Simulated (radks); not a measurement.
Effect of the nuclear size on the hafnium ion Hf3+, [Xe] 4f14 5d1. Method: Dirac Kohn-Sham, LDA (Slater exchange, Perdew-Wang correlation), spin-unpolarised, spherical densities, finite nucleus; open shells fill j = l - 1/2 first; Fermi nuclear charge, rms radius 5.347 fm; computed with a radial shooting solver on a logarithmic mesh with Libxc functionals. The rms radius is varied about that value; shifts are against it.

rms radius (fm)  total energy shift (eV)  density at nucleus (e/bohr^3)  1s1/2 shift (meV)  2s1/2 shift (meV)  5s1/2 shift (meV)  5p1/2 shift (meV)  5d3/2 shift (meV)  6s1/2 (empty) shift (meV)
4.3685                             -16.3                      1.286e+06              -6630               -917              -8.18              0.133              0.181                      -1.37
5.0903                             -4.49                      1.223e+06              -1830               -253              -2.25              0.037              0.050                     -0.377
5.347                                  0                      1.204e+06              0.000              0.000              0.000              0.000              0.000                      0.000
5.6892                              6.21                       1.18e+06               2530                350               3.12             -0.050             -0.069                      0.522
6.534                               22.6                      1.127e+06               9210               1270               11.4             -0.183             -0.252                       1.90

Slopes of the eigenvalues against <r^2> in GHz/fm^2, as finite differences over the two radii next to the reference (eigenvalue slopes, not the field-shift constants of lines): 1s1/2 163000, 2s1/2 22600, 5s1/2 201, 5p1/2 -3.26, 5d3/2 -4.45, 6s1/2 (empty) 33.7.
